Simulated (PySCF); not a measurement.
Cost of one run: shielding job, `C#CC=C=CC#N`.

Method: GIAO PBE0/pcSseg-1 NMR shielding, non-relativistic, gas phase (PySCF 2.14.0, density-fitted response routines). Geometry: GFN2-xTB. Work: shieldings, charges and field gradients, density fitting. A driver script takes a list of jobs; this job's settings line and coordinates (Å) are shown.

Command:
```bash
OMP_NUM_THREADS=1 python probes_run.py task.json out
```

Input:
```
{"job": {"kind": "nmr", "xc": "PBE0", "basis": "pcSseg-1"}, "charge": 0, "multiplicity": 1}
C      2.821790     0.404177    -0.631859
C      1.860610     0.112236     0.024432
C      0.742400    -0.231115     0.816822
C     -0.451410    -0.404441     0.328186
C     -1.653209    -0.558547    -0.155818
C     -2.564924     0.515061    -0.245782
N     -3.317696     1.375626    -0.321272
H      3.660215     0.662571    -1.206444
H      0.926713    -0.354041     1.878307
H     -2.015607    -1.516872    -0.509100
```

Hardware: one thread, Intel Xeon at 2.70 GHz (x86_64), shared host with 64 logical CPUs at a one-minute load of 56. PySCF's memory limit was set to 1280 MB.

Q: How large is the basis?

A: 134 functions for 46 electrons, with 684 fitting functions; the fitted three-index integrals, 684 × 134 × 135/2 numbers of 8 bytes, come to 47 MiB.

Q: What wall time should be expected on this hardware?

A: About 16 s. The SCF took 15 cycles.

Q: Estimate the peak memory.

A: About 0.64 GiB. Peak memory is the resident size of the whole Python process, interpreter and libraries included.

Q: At this speed, how long would 5000 such jobs take on 96 cores, one job a core?

A: 5000/96 gives 53 rounds of 16 s, about 14 min of wall time and 22 core-hours, if the jobs don't slow each other.

The SCF part of the output:
```
coarse grid: 9440 points
cycle   1  E = -284.5525238914  dE =  1.217e+00  |g| = 4.834e-01  |ddm| = 3.393e+00
cycle   2  E = -284.3768791434  dE =  1.756e-01  |g| = 9.955e-01  |ddm| = 1.356e+00
cycle   3  E = -284.6092206480  dE = -2.323e-01  |g| = 1.373e-01  |ddm| = 8.713e-01
cycle   4  E = -284.6136520865  dE = -4.431e-03  |g| = 3.571e-02  |ddm| = 1.634e-01
cycle   5  E = -284.6138815843  dE = -2.295e-04  |g| = 1.923e-02  |ddm| = 4.136e-02
cycle   6  E = -284.6139569911  dE = -7.541e-05  |g| = 6.960e-03  |ddm| = 1.609e-02
cycle   7  E = -284.6139695595  dE = -1.257e-05  |g| = 1.055e-03  |ddm| = 5.749e-03
cycle   8  E = -284.6139698122  dE = -2.527e-07  |g| = 3.415e-04  |ddm| = 1.110e-03
final grid: 94360 points
cycle   9  E = -284.6570382706  dE = -2.185e-05  |g| = 4.245e-03  |ddm| = 4.642e-02
cycle  10  E = -284.6570398184  dE = -1.548e-06  |g| = 3.567e-03  |ddm| = 8.895e-03
cycle  11  E = -284.6570427552  dE = -2.937e-06  |g| = 1.347e-03  |ddm| = 3.984e-03
cycle  12  E = -284.6570431992  dE = -4.440e-07  |g| = 1.740e-04  |ddm| = 9.823e-04
cycle  13  E = -284.6570432046  dE = -5.479e-09  |g| = 8.458e-05  |ddm| = 2.070e-04
cycle  14  E = -284.6570432064  dE = -1.718e-09  |g| = 2.551e-05  |ddm| = 8.680e-05
cycle  15  E = -284.6570432065  dE = -1.246e-10  |g| = 1.126e-05  |ddm| = 2.280e-05
converged SCF energy = -284.6570432065
```

On the final grid dE counts from the start density on that grid.

The host was shared with other jobs, so the times are rough.
